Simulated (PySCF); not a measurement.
# Electron correlation in Pt (platinum, neutral)

[Xe] 4f14 5d8 6s1 7s1, high-spin 5F determinant (an excited configuration). All numbers are calculated (PySCF 2.14, a scalar-relativistic core potential, in aug-cc-pwCVDZ-PP with ECP60MDF (6s6p5d3f, 70 functions)). Frozen: 5s2 5p6; 10 electrons correlated.

MP2 pair energies summed by pair of shells (mhartree):

```
 pair   energy  share (%)
5d-5d  -180.44       78.8
5d-6s   -42.48       18.5
5d-7s    -4.28        1.9
6s-7s    -1.91        0.8
```

Total MP2 correlation energy: -229.11 mhartree.

Same-spin part -91.29 and opposite-spin part -137.83 mhartree; SCS-MP2 scales them by 1/3 and 6/5 to -195.82 mhartree.
